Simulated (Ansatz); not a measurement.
Z-matrix (Å, degrees):
```
Ge
O 1 1.7814
H 2 0.9729 1 109.86
O 1 1.7814 2 105.80 3 152.64
H 4 0.9730 1 109.86 2 -27.75
O 1 1.7814 2 105.80 3 27.74
H 6 0.9729 1 109.86 2 -152.64
O 1 1.7815 2 117.09 3 -89.82
H 8 0.9729 1 109.86 2 -89.81
```
Charge 0, spin multiplicity 1.

Calculation: frozen-core CCSD(T)/cc-pVTZ // PBE-D3(BJ)/def2-TZVP in Ansatz (a program for electronic structure).

The HF energy is -2377.43338 Ha. The MP2 correlation energy is -1.17009 Ha.

Q: Estimate the CCSD correlation energy, the (T) correction, the total energy and the T1 diagnostic.

A: 
CCSD correlation energy: -1.17224 Ha
(T) correction: -0.04470 Ha
CCSD(T) total energy: -2378.65033 Ha
T1 diagnostic: 0.012
